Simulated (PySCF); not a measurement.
## Correlation energy of Ho (holmium, neutral)

[Xe] 4f11 5d2, one real determinant (an excited configuration). Computed with PySCF 2.14 in cc-pVDZ-X2C, with scalar relativity by spin-free X2C-1e. Frozen: [Kr] 4d10; 21 electrons correlated.

MP2 pair energies summed by pair of shells (mhartree):

```tsv
pair	energy	share (%)
4f-4f	-367.41	46.1
4f-5p	-191.22	24.0
5p-5p	-102.48	12.9
4f-5s	-44.91	5.6
5p-5d	-31.17	3.9
5s-5p	-28.92	3.6
4f-5d	-18.86	2.4
5s-5s	-5.60	0.7
5d-5d	-3.50	0.4
5s-5d	-2.76	0.3
```

Total MP2 correlation energy: -796.83 mhartree.

Same-spin part -318.11 and opposite-spin part -478.73 mhartree; SCS-MP2 scales them by 1/3 and 6/5 to -680.51 mhartree.

The reference is one real determinant that mixes LS terms of this configuration.
